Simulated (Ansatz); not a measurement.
Molecule: sum formula SiN3H6Cl, charge 0, multiplicity 1. 
Coordinates optimised at B3LYP-D3(BJ)/def2-TZVP (Ansatz, a program for electronic structure):
```
Si
N 1 1.7036
H 2 1.0067 1 119.06
H 2 1.0068 3 112.37 1 -152.40
N 1 1.7036 2 110.19 3 124.01
H 5 1.0066 1 119.06 2 1.60
H 5 1.0067 6 112.38 1 -152.47
N 1 1.7038 2 110.10 3 2.24
H 8 1.0067 1 118.98 2 124.17
H 8 1.0068 9 112.34 1 -152.12
Cl 1 2.1018 2 108.83 3 -116.92
```

Dipole moments at this geometry, in debye (magnitudes).

```json
[
 {"level": "PBE/def2-TZVPD", "program": "Ansatz", "dipole (D)": "1.57"},
 {"level": "BLYP/def2-TZVPD", "program": "Ansatz", "dipole (D)": "1.54"},
 {"level": "r2SCAN/def2-TZVPD", "program": "Ansatz", "dipole (D)": "1.58"},
 {"level": "B3LYP/def2-TZVPD", "program": "Ansatz", "dipole (D)": "(withheld)"},
 {"level": "r2SCANh/def2-TZVPD", "program": "Ansatz", "dipole (D)": "1.57"},
 {"level": "CCSD(T)/aug-cc-pV(D+d)Z", "program": "Ansatz", "dipole (D)": "(withheld)"}
]
```

Problem. Some entries are withheld; supply them.

Solution. 
- B3LYP/def2-TZVPD, dipole (D): 1.54
- CCSD(T)/aug-cc-pV(D+d)Z, dipole (D): 1.50
